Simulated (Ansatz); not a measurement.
Start from `[F][In]([Cl])[GeH3]` and change one atom or group to get `[F][InH][GeH3]`.

Ansatz, PBE0-D4/def2-TZVP geometries, multiplicity 1. 

Elements past krypton have def2 core potentials. Scalar relativity is left out up to krypton.

```csv
property,`[F][In]([Cl])[GeH3]`
HOMO–LUMO gap (PBE0/def2-TZVPP) / eV,6.52
HOMO energy (PBE/def2-TZVPP) / eV,-7.26
LUMO energy (B3LYP/def2-TZVPP) / eV,-2.21
LUMO energy (PBE0/def2-TZVPP) / eV,-1.96
HOMO energy (ωB97M-V/def2-TZVPP) / eV,-10.52
LUMO energy (PBE/def2-TZVPP) / eV,-2.71
```

Give the same properties after the change, and the shifts. (Estimate.)

Ansatz gave: 
```
                             property  `[F][InH][GeH3]`  shift
 HOMO–LUMO gap (PBE0/def2-TZVPP) / eV              5.87  -0.65
    HOMO energy (PBE/def2-TZVPP) / eV             -6.72   0.54
  LUMO energy (B3LYP/def2-TZVPP) / eV             -2.26  -0.05
   LUMO energy (PBE0/def2-TZVPP) / eV             -1.99  -0.03
HOMO energy (ωB97M-V/def2-TZVPP) / eV             -9.87   0.65
    LUMO energy (PBE/def2-TZVPP) / eV             -2.67   0.04
```

B3LYP here is the variant with VWN-RPA as its local correlation; programs differ in this.
